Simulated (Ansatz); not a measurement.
The same silylene extrusion along the group O, S, Se.

Calculated with Ansatz (gas phase, PBE0-D4/def2-TZVP geometries, no zero-point term in ΔE). CCSD(T)/CBS is the MP2 limit (def2-TZVPP, def2-QZVPP) plus CCSD(T) − MP2 in def2-TZVPP, frozen cores. This one scheme is used for every species. DFT in def2-TZVPP. For Se outer-core shells are correlated without core-valence functions, which leaves a few kJ/mol of doubt a bond. Scalar relativity is left out up to krypton. One conformer a species, not always the lowest.

| reaction | CCSD(T)/CBS(def2) (kJ/mol) |
| --- | --- |
| `BO[SiH2]C` → `BOC` + `[SiH2]` | ? |
| `BS[SiH2]C` → `BSC` + `[SiH2]` | 337 |
| `B[Se][SiH2]C` → `B[Se]C` + `[SiH2]` | 339 |

(1) Fill in the missing values. (An estimate is asked.)

Largest T1 diagnostic: 0.014, for `[SiH2]`.

## Answers

(1) Computed: `BO[SiH2]C` → `BOC` + `[SiH2]`: +416.8 kJ/mol.
